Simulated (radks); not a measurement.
Species: Ta4+. Configuration: [Kr] 4d10 4f14 5s1 5p6 5d2 (not the ground configuration).

All-electron calculation, scalar-relativistic Kohn-Sham, r2SCAN, spin-polarised, spherical densities, finite nucleus; open shells are filled with parallel spins first (spin-orbit coupling, left out, can overturn this in heavy ions); meta-GGA in the generalised Kohn-Sham scheme; Fermi nuclear charge, rms radius 5.3507 fm. Program: a radial shooting solver on a logarithmic mesh with Libxc functionals.

Energy parts (eV):
part                       energy
total                  -424449.57
kinetic                 466225.67
electron-nucleus      -1044987.24
Hartree                 162861.50
exchange-correlation     -8549.50

Orbitals (lengths in bohr, moments of r in powers of bohr; <r^-3> diverges for s and p1/2; r(max) is where P^2 peaks; r(90%) holds 90 % of the orbital's charge):
| orbital | occ. | eigenvalue (eV) | r(90%) | <r^-3> | r(max) | <r^4> |
|---|---|---|---|---|---|---|
| 1s up | 1 | -67485.53 | 0.0340 | - | 0.01168 | 6.214e-07 |
| 1s down | 1 | -67485.39 | 0.0340 | - | 0.01168 | 6.214e-07 |
| 2s up | 1 | -11659.49 | 0.122 | - | 0.06683 | 0.00009391 |
| 2s down | 1 | -11659.23 | 0.122 | - | 0.06683 | 0.00009391 |
| 2p up | 3 | -10221.51 | 0.115 | 18750 | 0.05477 | 0.00007337 |
| 2p down | 3 | -10221.28 | 0.115 | 18750 | 0.05477 | 0.00007337 |
| 3s up | 1 | -2716.667 | 0.300 | - | 0.1885 | 0.003453 |
| 3s down | 1 | -2716.594 | 0.300 | - | 0.1885 | 0.003453 |
| 3p up | 3 | -2286.906 | 0.306 | 4172 | 0.1864 | 0.003709 |
| 3p down | 3 | -2286.809 | 0.306 | 4171 | 0.1864 | 0.003708 |
| 3d up | 5 | -1784.531 | 0.288 | 537.2 | 0.1521 | 0.002881 |
| 3d down | 5 | -1784.343 | 0.288 | 537.2 | 0.1521 | 0.002881 |
| 4s up | 1 | -596.9004 | 0.659 | - | 0.4290 | 0.08201 |
| 4s down | 1 | -596.5335 | 0.658 | - | 0.4291 | 0.08189 |
| 4p up | 3 | -455.3291 | 0.709 | 956.2 | 0.4495 | 0.1092 |
| 4p down | 3 | -454.9704 | 0.708 | 955.8 | 0.4496 | 0.1087 |
| 4d up | 5 | -273.1472 | 0.785 | 105.2 | 0.4617 | 0.1634 |
| 4d down | 5 | -272.6789 | 0.783 | 105.4 | 0.4618 | 0.1615 |
| 4f up | 7 | -71.9779 | 1.05 | 17.35 | 0.4427 | 0.5972 |
| 4f down | 7 | -71.1164 | 1.04 | 17.58 | 0.4422 | 0.5575 |
| 5s up | 1 | -121.3095 | 1.56 | - | 0.9857 | 2.565 |
| 5s down | 0 | -117.9257 | 1.56 | - | 0.9831 | 2.542 |
| 5p up | 3 | -86.0171 | 1.81 | 141.3 | 1.111 | 4.599 |
| 5p down | 3 | -82.5750 | 1.81 | 142.1 | 1.109 | 4.594 |
| 5d up | 2 | -44.0368 | 2.48 | 9.720 | 1.418 | 16.06 |
| 5d down | 0 | -40.8015 | 2.51 | 9.561 | 1.415 | 16.92 |
| 6s up | 0 | -37.3518 | 3.50 | - | 2.306 | 65.29 |
| 6s down | 0 | -34.8066 | 3.59 | - | 2.338 | 71.99 |
| 6p up | 0 | -28.5649 | 4.15 | 27.14 | 2.740 | 128.8 |

The highest occupied level is 5d up at -44.037 eV. The configuration is held as typed, so some empty levels lie below it. The density falls to 0.001 e/bohr^3 at r = 3.15 bohr. Summed over all electrons, <r^2> = 31.28 bohr^2, which gives a Langevin (diamagnetic) susceptibility term of -24.8 x 10^-6 cm^3/mol. Spin moment in Bohr magnetons: 3.
